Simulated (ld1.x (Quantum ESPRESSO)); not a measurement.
**tin: what ld1.x (Quantum ESPRESSO) 7.5 does with a changed input**

Command:

```bash
ld1.x < Sn.in > Sn.out
```

Input:

```
&input
   title='Sn', zed=50., rel=0, dft='BLYP', iswitch=3,
   config='[Kr] 4d10 5s1 5p0',
   nld=2, rlderiv=2.15, eminld=-5.0, emaxld=5.0, deld=0.02
 /
 &inputp
   pseudotype=1, tm=.true., lloc=0,
   nlcc=.true., rcore=1.25,
   file_pseudopw='Sn.pp', file_wfcaegen='ae.wfc', file_wfcncgen='nc.wfc'
 /
2
5P  2  1   0.00   0.00  1.95  1.95  0.0
5S  1  0   1.00   0.00  1.90  1.90  0.0
 &test
   configts(1)='5s1 5p0'
 /
```

This is an input that runs to its end, with one change: rel changed from 1 to 0.

Q: How does the run end?

A: The program runs through. The occupied levels of the test differ from the all-electron ones by at most 0.00000 Ry (unchanged input: 0.00001 Ry). All-electron levels move: 5s -2.555 Ry (was -2.657).

```
     atomic number is 50.00   valence charge is  4.00
     dft =BLYP   lsd =0 sic =0 latt =0  beta=0.20 tr2=1.0E-14
     mesh =1243 r(mesh) = 100.78374 xmin = -7.00 dx = 0.01250

     n l     nl             e AE (Ry)        e PS (Ry)    De AE-PS (Ry)
     1 0     5S   1( 1.00)       -2.55482       -2.55482       -0.00000
     2 1     5P   1( 0.00)       -1.96654       -1.96654       -0.00000

     eps = 5.6E-15  iter =  5

     Etot =  -12047.163592 Ry,   -6023.581796 Ha, -163910.010841 eV
     Etotps =   -26.244122 Ry,     -13.122061 Ha,    -357.069476 eV

     Ekin =       0.614234 Ry,       0.307117 Ha,       8.357073 eV
     Encl =      -3.207707 Ry,      -1.603854 Ha,     -43.643079 eV
     Ehrt =       0.407074 Ry,       0.203537 Ha,       5.538523 eV
     Ecxc =     -24.057723 Ry,     -12.028861 Ha,    -327.321993 eV
     (Ecc =     -23.308948 Ry,     -11.654474 Ha,    -317.134391 eV)

     ---------------------- End of pseudopotential test ----------------------
```
